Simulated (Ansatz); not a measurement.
# Active spaces for MnH2, sextet

Computed with Ansatz's Gaussian-basis code (development build). Basis def2-SVP, nonrelativistic, 9 orbitals frozen in the corrections. State-specific CASSCF; RHF is the lowest restricted (open-shell) Hartree–Fock solution met. A minimal or small basis: far from the basis limit. Solutions may break the symmetry of the shape. Lower solutions, or ones in other orbitals, may exist.

Geometry. A bond is stretched, to 2.00 times the sum of the covalent radii.

```xyz
3

H     0.0000    0.0000    3.4000
Mn    0.0000    0.0000    0.0000
H     0.0000    0.0000   -1.7000
```

(1) What do CASSCF and its corrections give against RHF in CAS(9,8), and what are the occupations?

## Answers

(1) CASSCF -1.568 eV, SC-NEVPT2 -3.413 eV; occupations 2.00, 1.52, 1.00, 1.00, 1.00, 1.00, 1.00, 0.47.
